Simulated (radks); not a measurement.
Values are calculated unless marked as measured or tabulated.
Species: the bismuth ion Bi+. Configuration: [Hg] 6p2 (the NIST ground configuration). Level of theory: scalar-relativistic Kohn-Sham, SCAN, spin-polarised, spherical densities, finite nucleus; open shells are filled with parallel spins first (spin-orbit coupling, left out, can overturn this in heavy ions); meta-GGA in the generalised Kohn-Sham scheme; Fermi nuclear charge, rms radius 5.5211 fm (a radial shooting solver on a logarithmic mesh with Libxc functionals). Some entries of the table are withheld. Estimate them.

| orbital | occ. | eigenvalue (eV) | r(max) (bohr) | <r> (bohr) |
|---|---|---|---|---|
| 1s up | 1 | -90732.06 | 0.009660 | 0.01579 |
| 1s down | 1 | -90732.03 | 0.009660 | 0.01579 |
| 2s up | 1 | -16339.99 | 0.05615 | 0.06646 |
| 2s down | 1 | -16339.98 | 0.05615 | 0.06646 |
| 2p up | 3 | -13978.79 | 0.04691 | 0.06054 |
| 2p down | 3 | -13978.76 | 0.04691 | 0.06054 |
| 3s up | 1 | -3964.221 | 0.1583 | 0.1714 |
| 3s down | 1 | -3964.203 | 0.1583 | 0.1714 |
| 3p up | 3 | -3286.020 | 0.1587 | 0.1737 |
| 3p down | 3 | -3285.997 | 0.1587 | 0.1737 |
| 3d up | 5 | -2602.307 | 0.1296 | 0.1576 |
| 3d down | 5 | -2602.282 | 0.1296 | 0.1576 |
| 4s up | 1 | -923.1071 | 0.3559 | 0.3769 |
| 4s down | 1 | -923.0834 | 0.3559 | 0.3769 |
| 4p up | 3 | -699.9054 | 0.3757 | 0.4021 |
| 4p down | 3 | -699.8850 | 0.3757 | 0.4021 |
| 4d up | 5 | -443.4972 | 0.3814 | 0.4224 |
| 4d down | 5 | -443.4650 | 0.3814 | 0.4224 |
| 5s down | 1 | -168.6790 | 0.7708 | 0.8334 |
| 5s up | 1 | -168.6642 | 0.7708 | 0.8326 |
| 4f up | 7 | -162.3075 | (1) | 0.4411 |
| 4f down | 7 | -162.2540 | (2) | 0.4411 |
| 5p down | 3 | -106.1889 | 0.8618 | 0.9481 |
| 5p up | 3 | -106.1165 | 0.8610 | 0.9480 |
| 5d up | 5 | -35.8041 | 1.028 | 1.235 |
| 5d down | 5 | -35.6028 | 1.028 | 1.225 |
| 6s up | 1 | -23.2041 | 1.863 | 2.158 |
| 6s down | 1 | -21.7756 | 1.846 | 2.104 |
| 6p up | 2 | (3) | 2.386 | (4) |

Answer. 
(1) 4f up r(max) (bohr): 0.3425
(2) 4f down r(max) (bohr): 0.3425
(3) 6p up eigenvalue (eV): -12.3946
(4) 6p up <r> (bohr): 2.754
